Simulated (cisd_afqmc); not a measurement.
Input (AFQMC/CISD/def2-TZVPP; cisd_afqmc is a phaseless AFQMC code with CISD trial states that reads the integrals written by Ansatz):

Ansatz 0.2 input:
```python
import cisd_afqmc

open("ham.yaml", "w").write("""\
crystal:
  periodic: [false, false, false]
  atoms:
    - {symbol: Ge, position_ang: [-0.02945061, -0.00786773, 0.43551042]}
    - {symbol: Cl, position_ang: [-0.18055172, 2.00439678, -0.28917580]}
    - {symbol: Cl, position_ang: [1.84899672, -0.82087866, -0.20297133]}
    - {symbol: Cl, position_ang: [-1.60522068, -1.16662775, -0.44280275]}
    - {symbol: H, position_ang: [-0.13239371, -0.03536897, 1.95781448]}
basis:
  gaussian:
    orbitals: def2-TZVPP
magnetization: {spin_polarized: false}
correlation: {method: ccsd, electrons: outside_noble_gas, hamiltonian_folder: ham}
""")
rep = cisd_afqmc.ansatz("ham.yaml")
e_ccsd = rep["correlation"]["coupled_cluster"]["energy"]["hartree"]
out = cisd_afqmc.run("ham", e_ccsd, trial="CISD", walkers=1000, populations=1, threads=12, dt=0.005, steps=40, early=24, settle=10, least=100,
    cut=5e-5, rank_cut=2e-4, target=0.0007, seconds=1500, seed=4, memory=62639, gpu=True)
```

Output:

```
orbitals 159, occupied [13], factors 973 of 1152, rank of the doubles 583 of 1898
E(HF) = -3454.626264
E(CCSD) on the cut factors = -3455.354741, shift to the whole factors -0.000009
Energy of the trial state on the determinant = -3455.354727
  tau behind 7.2 of longer steps, mean of the populations' last blocks
   2.0  -3455.38845
   4.0  -3455.39071
   6.0  -3455.38732
   8.0  -3455.38769
  10.0  -3455.38819
  12.0  -3455.39095
  14.0  -3455.39032
  16.0  -3455.38954
  18.0  -3455.38842
  20.0  -3455.38889
  22.0  -3455.38918
blocks 100 (0 outliers left out), error by blocks joined: 1: 0.00029, 2: 0.00036, 4: 0.00042, 8: 0.00045
E(AFQMC/CISD) = -3455.38912 +/- 0.00045
```
